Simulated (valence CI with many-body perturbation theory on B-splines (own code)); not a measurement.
# E1 line list for Sr⁵⁺

Level of theory: relativistic CI+MBPT: five valence electrons over a frozen Dirac-Fock core [Ar] 3d10, a basis of 9 s, 9 p, 8 d, 6 f, 3 g, 1 h functions for each j, with the one-electron correlation potential Σ1 (screened to all orders), the two-electron term Σ2, the three-electron term Σ3, Breit, model QED; selected single and double excitations, second order for the rest, scaled by the run's own slope (own B-spline code, finite nucleus).

Set against measurement, 19 paired levels are off by 96 cm⁻¹ on average, the worst by 213. These come from a selection out of Sansonetti, J. Phys. Chem. Ref. Data 41, 013102 (2012). Levels without a partner in it may be off by more. Among the levels kept, up to 1100 cm⁻¹ of a level comes from second order outside the variational space, and about a tenth of that is noise between levels of different J, which matters for small intervals.

Lines 151 to 200 of 202 in falling wavelength, among levels below 357680 cm⁻¹, chosen from the strongest by gf and those to the six lowest levels. Wavelengths and rates use the calculated energies, so an error of 100 cm⁻¹ moves a line at 352.6 Å by 0.035 % and its rate by three times that or more. Electric multipoles are in the length gauge, E1 and E2 with the static RPA response of the core. Weak lines are less certain than strong ones. Lines between different terms over intervals too small for the method are left out, as are lines whose strength nearly cancels. The highest levels of a list are the least certain.

Names give the largest LS component (configuration and term), which can be under half, so a name can repeat, a term be missing and a line seem to break the LS rules; names also repeat where a configuration has a term twice. Letters in brackets count levels of one name in rising energy.

| λ vac (Å) | λ from measured levels | Upper | Lower | A (s⁻¹) | S (a.u.) |
| --- | --- | --- | --- | --- | --- |
| 355.9 |  | 4s2.4p2.4d 4P_1/2 | 4s2.4p3 4S°_3/2 | 3.80e+10 | 1.69e+00 |
| 355.3 |  | 4s2.4p2.4d 2D_3/2 [c] | 4s2.4p3 2P°_1/2 | 4.78e+10 | 4.23e+00 |
| 353.2 |  | 4s2.4p2.4d 2D_3/2 [a] | 4s2.4p3 4S°_3/2 | 4.99e+09 | 4.34e-01 |
| 353.2 |  | 4s2.4p2.4d 2F_5/2 [b] | 4s2.4p3 2D°_3/2 | 6.54e+10 | 8.53e+00 |
| 353.2 |  | 4s2.4p2.4d 2F_7/2 [c] | 4s2.4p3 2D°_5/2 | 7.55e+10 | 1.31e+01 |
| 353.1 |  | 4s2.4p2.4d 2P_3/2 [b] | 4s2.4p3 2D°_5/2 | 8.82e+07 | 7.67e-03 |
| 352.6 | 352.4 | 4s2.4p2.5s 4P_1/2 | 4s2.4p3 2P°_3/2 | 7.07e+07 | 3.06e-03 |
| 349.0 |  | 4s2.4p2.4d 2P_3/2 [b] | 4s2.4p3 2D°_3/2 | 2.39e+08 | 2.01e-02 |
| 346.5 | 346.3 | 4s2.4p2.5s 4P_1/2 | 4s2.4p3 2P°_1/2 | 2.80e+08 | 1.15e-02 |
| 346.0 |  | 4s2.4p2.4d 2S_1/2 | 4s2.4p3 2D°_3/2 | 4.57e+09 | 1.87e-01 |
| 345.4 | 345.2 | 4s2.4p2.5s 4P_3/2 | 4s2.4p3 2P°_3/2 | 2.31e+08 | 1.88e-02 |
| 344.8 |  | 4s2.4p2.4d 2D_5/2 [a] | 4s2.4p3 4S°_3/2 | 2.12e+09 | 2.57e-01 |
| 339.5 | 339.3 | 4s2.4p2.5s 4P_3/2 | 4s2.4p3 2P°_1/2 | 4.34e+07 | 3.35e-03 |
| 339.5 | 339.4 | 4s2.4p2.5s 2P_1/2 | 4s2.4p3 2P°_3/2 | 5.31e+08 | 2.05e-02 |
| 339.1 | 338.9 | 4s2.4p2.5s 4P_5/2 | 4s2.4p3 2P°_3/2 | 3.76e+07 | 4.34e-03 |
| 337.8 |  | 4s2.4p2.4d 2D_5/2 [c] | 4s2.4p3 2D°_5/2 | 1.47e+09 | 1.67e-01 |
| 337.3 |  | 4s2.4p2.4d 2D_3/2 [c] | 4s2.4p3 2D°_5/2 | 5.94e+07 | 4.50e-03 |
| 337.0 |  | 4s2.4p2.4d 2D_3/2 [b] | 4s2.4p3 4S°_3/2 | 1.78e+07 | 1.34e-03 |
| 335.9 |  | 4s2.4p2.4d 2D_5/2 [b] | 4s2.4p3 4S°_3/2 | 8.00e+07 | 8.98e-03 |
| 334.0 |  | 4s2.4p2.4d 2D_5/2 [c] | 4s2.4p3 2D°_3/2 | 3.67e+08 | 4.05e-02 |
| 333.8 | 333.7 | 4s2.4p2.5s 2P_1/2 | 4s2.4p3 2P°_1/2 | 8.63e+09 | 3.17e-01 |
| 333.5 |  | 4s2.4p2.4d 2D_3/2 [c] | 4s2.4p3 2D°_3/2 | 1.68e+06 | 1.23e-04 |
| 333.1 | 333.0 | 4s2.4p2.5s 2P_3/2 | 4s2.4p3 2P°_3/2 | 5.66e+09 | 4.13e-01 |
| 332.2 |  | 4s2.4p2.4d 2P_1/2 [b] | 4s2.4p3 4S°_3/2 | 3.37e+06 | 1.22e-04 |
| 329.6 |  | 4s2.4p2.4d 2F_5/2 [b] | 4s2.4p3 4S°_3/2 | 2.82e+08 | 2.99e-02 |
| 327.7 | 327.5 | 4s2.4p2.5s 2P_3/2 | 4s2.4p3 2P°_1/2 | 6.01e+09 | 4.18e-01 |
| 325.9 |  | 4s2.4p2.4d 2P_3/2 [b] | 4s2.4p3 4S°_3/2 | 8.16e+06 | 5.57e-04 |
| 325.6 | 325.5 | 4s2.4p2.5s 4P_1/2 | 4s2.4p3 2D°_3/2 | 1.59e+09 | 5.42e-02 |
| 323.3 |  | 4s2.4p2.4d 2S_1/2 | 4s2.4p3 4S°_3/2 | 3.54e+07 | 1.18e-03 |
| 323.0 | 322.9 | 4s2.4p2.5s 4P_3/2 | 4s2.4p3 2D°_5/2 | 6.20e+08 | 4.12e-02 |
| 320.4 | 320.3 | 4s2.4p2.5s 2D_5/2 | 4s2.4p3 2P°_3/2 | 3.15e+09 | 3.06e-01 |
| 319.5 | 319.4 | 4s2.4p2.5s 4P_3/2 | 4s2.4p3 2D°_3/2 | 3.33e+08 | 2.14e-02 |
| 319.3 | 319.2 | 4s2.4p2.5s 2D_3/2 | 4s2.4p3 2P°_3/2 | 1.33e+10 | 8.57e-01 |
| 317.5 | 317.3 | 4s2.4p2.5s 4P_5/2 | 4s2.4p3 2D°_5/2 | 1.34e+09 | 1.27e-01 |
| 314.4 | 314.4 | 4s2.4p2.5s 2P_1/2 | 4s2.4p3 2D°_3/2 | 2.28e+10 | 6.98e-01 |
| 314.3 | 314.2 | 4s2.4p2.5s 2D_3/2 | 4s2.4p3 2P°_1/2 | 1.07e+09 | 6.59e-02 |
| 314.1 | 314.0 | 4s2.4p2.5s 4P_5/2 | 4s2.4p3 2D°_3/2 | 2.47e+07 | 2.27e-03 |
| 312.8 |  | 4s2.4p2.4d 2D_5/2 [c] | 4s2.4p3 4S°_3/2 | 1.45e+08 | 1.31e-02 |
| 312.4 |  | 4s2.4p2.4d 2D_3/2 [c] | 4s2.4p3 4S°_3/2 | 3.31e+07 | 1.99e-03 |
| 312.2 | 312.2 | 4s2.4p2.5s 2P_3/2 | 4s2.4p3 2D°_5/2 | 1.64e+10 | 9.88e-01 |
| 309.0 | 308.9 | 4s2.4p2.5s 2P_3/2 | 4s2.4p3 2D°_3/2 | 1.59e+09 | 9.29e-02 |
| 305.5 | 305.5 | 4s2.4p2.5s 4P_1/2 | 4s2.4p3 4S°_3/2 | 7.84e+09 | 2.21e-01 |
| 301.0 | 300.9 | 4s2.4p2.5s 2D_5/2 | 4s2.4p3 2D°_5/2 | 8.98e+09 | 7.26e-01 |
| 300.1 | 300.0 | 4s2.4p2.5s 2D_3/2 | 4s2.4p3 2D°_5/2 | 8.94e+08 | 4.77e-02 |
| 300.0 | 300.1 | 4s2.4p2.5s 4P_3/2 | 4s2.4p3 4S°_3/2 | 7.06e+09 | 3.77e-01 |
| 298.0 | 297.9 | 4s2.4p2.5s 2D_5/2 | 4s2.4p3 2D°_3/2 | 2.44e+09 | 1.92e-01 |
| 297.1 | 297.0 | 4s2.4p2.5s 2D_3/2 | 4s2.4p3 2D°_3/2 | 4.68e+09 | 2.42e-01 |
| 295.6 | 295.6 | 4s2.4p2.5s 2P_1/2 | 4s2.4p3 4S°_3/2 | 5.82e+06 | 1.48e-04 |
| 295.3 | 295.3 | 4s2.4p2.5s 4P_5/2 | 4s2.4p3 4S°_3/2 | 6.76e+09 | 5.16e-01 |
| 290.8 | 290.8 | 4s2.4p2.5s 2P_3/2 | 4s2.4p3 4S°_3/2 | 1.18e+07 | 5.71e-04 |
